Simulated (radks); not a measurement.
The numbers below are computed, except where a source is named.
Question: The nitrogen anion N2-, [He] 2s2 2p5, held by a Watson sphere: a shell of charge +2 at radius R that stands for the Madelung well of a crystal (potential energy -2/R inside, -2/r outside, in hartree with lengths in bohr). Code: a radial shooting solver on a logarithmic mesh with Libxc functionals. Model: non-relativistic Kohn-Sham, LDA (Slater exchange, Perdew-Wang correlation), spin-polarised, spherical densities, point nucleus; open shells are filled with parallel spins first. Response by self-consistent Sternheimer equations with the Hartree and adiabatic LDA kernel. The sphere does not respond.

| R (bohr) | e(2s down) (eV) | e(2p up) (eV) | e(2p down) (eV) | <r> 2p (bohr) | sum of <r^2> (bohr^2) | X-ray form factor at sin(theta)/lambda = 0.3 1/angstrom | alpha (bohr^3) |
|---|---|---|---|---|---|---|---|
| 1.59 | -19.207 | -8.946 | -7.898 | 1.585 | 20.29 | 3.456 | 11.97 |
| 2.09 | -17.145 | -7.386 | -6.430 | 1.758 | 24.39 | 3.258 | 19.26 |
| 2.12 | -17.035 | -7.300 | -6.348 | 1.768 | 24.63 | 3.251 | 19.81 |
| 2.73 | -15.160 | -5.768 | -4.875 | 1.971 | 29.67 | 3.182 | 35.04 |
| 2.9 | -14.749 | -5.414 | -4.529 | 2.028 | 31.11 | 3.177 | 41.01 |
| 3.47 | -13.648 | -4.433 | -3.557 | 2.232 | 36.17 | 3.175 | 69.19 |
| 3.64 | -13.387 | -4.197 | -3.317 | 2.298 | 37.78 | 3.176 | 80.89 |
| 3.84 | -13.113 | -3.948 | -3.060 | 2.381 | 39.74 | 3.178 | 97.38 |

Estimate the row for R = 2.2 bohr.

Answer: e(2s down) (eV) -16.750; e(2p up) (eV) -7.076; e(2p down) (eV) -6.134; <r> 2p (bohr) 1.794; sum of <r^2> (bohr^2) 25.29; X-ray form factor at sin(theta)/lambda = 0.3 1/angstrom 3.235; alpha (bohr^3) 21.36.
